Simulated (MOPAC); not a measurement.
Input file for MOPAC: PM3 on ClHSi (SMILES [SiH]Cl), a point of a bond scan (R = 4.817 Å).

```
PM3 1SCF PRECISE CHARGE=0 THREADS=1
ClHSi

Si     0.78708045 1    -0.22621477 1     0.74859549 1
H      1.83074512 1    -0.49356290 1    -0.33253173 1
Cl    -2.76171660 1     0.78933275 1    -2.34611247 1
```

Output:

```
*******************************************************************************
 **                                                                           **
 **                              MOPAC v23.2.5                                **
 **                                                                           **
 *******************************************************************************
 ** MOPAC's Digital Object Identifier: https://doi.org/10.5281/zenodo.6511958 **
 **                                                                           **
 ** Please cite the open-source release paper for use of this MOPAC version:  **
 ** J. E. Moussa and J. J. P. Stewart (2026)                                  **
 ** MOPAC: An open-source semiempirical molecular orbital program             **
 ** J. Open Source Softw., 11(119), 8025, https://doi.org/10.21105/joss.08025 **
 *******************************************************************************

                              PM3 CALCULATION RESULTS

 *******************************************************************************
 *  PM3        - The PM3 Hamiltonian to be used
 *
 *
 *
 *                 CHARGE ON SYSTEM = 0
 *
 *
 *
 *  PRECISE    - TIGHTER CRITERIA TO BE USED
 *  1SCF       - DO 1 SCF AND THEN STOP
 *  THREADS=1  - MULTI-THREADING NOT USED
 *  T=         - A TIME OF 172800.0 SECONDS REQUESTED
 *  DUMP=N     - RESTART FILE WRITTEN EVERY 7200.0 SECONDS REQUESTED
 *******************************************************************************
PM3 1SCF PRECISE CHARGE=0 THREADS=1
 ClHSi

   ATOM   CHEMICAL          X               Y               Z
  NUMBER   SYMBOL      (ANGSTROMS)     (ANGSTROMS)     (ANGSTROMS)

     1      Si          0.78708045  *  -0.22621477  *   0.74859549  *
     2       H          1.83074512  *  -0.49356290  *  -0.33253173  *
     3      Cl         -2.76171660  *   0.78933275  *  -2.34611247  *



          CARTESIAN COORDINATES

    NO.       ATOM           X           Y           Z

     1        Si          0.7871     -0.2262      0.7486
     2         H          1.8307     -0.4936     -0.3325
     3        Cl         -2.7617      0.7893     -2.3461

  H: (PM3): J. J. P. STEWART, J. COMP. CHEM. 10, 209 (1989).
 Si: (PM3): J. J. P. STEWART, J. COMP. CHEM. 10, 209 (1989).
 Cl: (PM3): J. J. P. STEWART, J. COMP. CHEM. 10, 209 (1989).

           Empirical Formula: H Si Cl  =     3 atoms



      MOLECULAR POINT GROUP   :   Cs


      RHF CALCULATION, NO. OF DOUBLY OCCUPIED LEVELS = 6


 -------------------------------------------------------------------------------
 PM3 1SCF PRECISE CHARGE=0 THREADS=1
 ClHSi



     1SCF WAS SPECIFIED, SO BFGS WAS NOT USED
     SCF FIELD WAS ACHIEVED


                              PM3 CALCULATION
                                                       MOPAC v23.2.5 Linux




          FINAL HEAT OF FORMATION =        137.16218 KCAL/MOL =     573.88656 KJ/MOL


          COSMO AREA              =        125.22 SQUARE ANGSTROMS
          COSMO VOLUME            =        104.85 CUBIC ANGSTROMS

          IONIZATION POTENTIAL    =          6.928489 EV
          HOMO LUMO ENERGIES (EV) =         -6.928 -3.911
          NO. OF FILLED LEVELS    =          6
          MOLECULAR WEIGHT        =         64.5464         POINT GROUP:  Cs

          MOLECULAR DIMENSIONS (Angstroms)

            Atom       Atom       Distance
           Cl     3    H     2     5.17601
            H     2   Si     1     1.41518
            H     2   Cl     3     0.00000


          SCF CALCULATIONS        =          1





   ATOM   CHEMICAL          X               Y               Z
  NUMBER   SYMBOL      (ANGSTROMS)     (ANGSTROMS)     (ANGSTROMS)

     1      Si          0.78708045  *  -0.22621477  *   0.74859549  *
     2       H          1.83074512  *  -0.49356290  *  -0.33253173  *
     3      Cl         -2.76171660  *   0.78933275  *  -2.34611247  *

                             CARTESIAN COORDINATES

   1   Si        0.787080450    -0.226214770     0.748595490
   2    H        1.830745120    -0.493562900    -0.332531730
   3   Cl       -2.761716600     0.789332750    -2.346112470


           Empirical Formula: H Si Cl  =     3 atoms



      MOLECULAR POINT GROUP   :   Cs


                  EIGENVALUES
 -50.40224 -15.31421 -10.75836  -7.35065  -7.34879  -6.92849  -3.91097  -3.72639
   0.37341


              NET ATOMIC CHARGES AND DIPOLE CONTRIBUTIONS

  ATOM NO.   TYPE          CHARGE      No. of ELECS.   s-Pop       p-Pop
    1         Si           1.056580        2.9434     1.88677     1.05665
    2          H          -0.270074        1.2701     1.27007
    3         Cl          -0.786507        7.7865     1.99999     5.78652
 DIPOLE           X         Y         Z       TOTAL
 POINT-CHG.    12.053    -3.490    13.094    18.135
 HYBRID         1.105    -0.267    -2.162     2.443
 SUM           13.158    -3.757    10.932    17.514


          ATOMIC ORBITAL ELECTRON POPULATIONS

     Atom    s        px        py        pz
    1 Si   1.88677   0.44794   0.03115   0.57756
    2  H   1.27007
    3 Cl   1.99999   1.88404   1.99020   1.91229

 **********************
 *                    *
 * JOB ENDED NORMALLY *
 *                    *
 **********************




 == MOPAC DONE ==
```

The run finished.

Cost: very roughly 0.020 core-seconds.
